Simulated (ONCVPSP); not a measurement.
# Reading a pseudo-wave (Cd (Z = 48))

Columns: radius, all-electron u(r) and pseudo u(r) of the 4d shell (level -30.46 eV) of cadmium in the configuration [Ar] 3d10 4s2 4p6 4d10; Wu-Cohen, scalar-relativistic, ONCV scheme, ONCVPSP 4.0.1.

```tsv
r (bohr)	all-electron	pseudo
0.095	-0.2260	0.0043
0.190	-0.4788	0.0323
0.285	-0.4026	0.1009
0.380	-0.1227	0.2148
0.475	0.2036	0.3657
0.570	0.4901	0.5349
0.665	0.7055	0.6990
0.760	0.8472	0.8363
0.855	0.9257	0.9322
0.950	0.9555	0.9811
1.045	0.9506	0.9863
1.140	0.9224	0.9575
1.235	0.8797	0.9067
1.330	0.8285	0.8452
1.425	0.7731	0.7812
1.520	0.7163	0.7193
1.615	0.6599	0.6606
1.710	0.6053	0.6053
1.805	0.5531	0.5531
1.900	0.5038	0.5038
1.995	0.4576	0.4576
2.090	0.4146	0.4146
2.185	0.3749	0.3748
2.280	0.3383	0.3383
2.375	0.3049	0.3048
2.470	0.2744	0.2743
```

How many radial nodes do the two functions have?

The all-electron 4d function has n − l − 1 = 1; the pseudo-wave has 0, since the states of the same l below it are removed with the core.

At about which radius was the pseudo-wave matched?

1.90 bohr. The columns agree to 0.0005 from 1.71 bohr on; several derivatives are matched, so the curves merge somewhat inside the radius.

Is the pseudo-wave norm-conserving?

Yes: the ONCV scheme keeps the norm inside the radius equal to the all-electron one, which fixes the energy derivative of the logarithmic derivative at the level.
